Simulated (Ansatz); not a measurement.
## The atomisation energy (no zero-point term) down a group: C to Ge

One atom is swapped for its congeners: C2H4F2 (1,1-difluoroethane) `CC(F)F`; SiH(CH3)F2; GeH(CH3)F2. All are singlets with charge 0.

Shapes, held fixed at every level: PBE0-D4/def2-TZVP. Programs: Ansatz 0.2.0. Values in eV.

```tsv
level	C2H4F2	SiH(CH3)F2	GeH(CH3)F2
HF/def2-TZVPP	23.44	24.97	21.95
SPW92/def2-TZVPP	37.26	36.65	33.92
B3LYP-D4/def2-TZVPP	31.97	32.44	29.48
wB97M-V/def2-TZVPP	32.12	32.64	29.62
wB97X-V/def2-TZVPP	32.10	32.64	29.82
B2PLYP/def2-TZVPP	31.75	32.30	29.41
CCSD(T)/def2-TZVPP	31.28	31.90	29.22
```

At CCSD(T)/def2-TZVPP the atomisation energy isn't monotonic: it is largest for Si and smallest for Ge (31.90 and 29.22 eV). 6 of 7 levels show this order throughout; 6 agree on the largest and the smallest. Relativity is left out for Ge unless named. Correlated rows may include outer-core shells of Ge, which these sets cover unevenly. Spin-orbit coupling, which grows down the group, is left out (summed over each molecule's free atoms 0.04, 0.06, 0.16 eV).
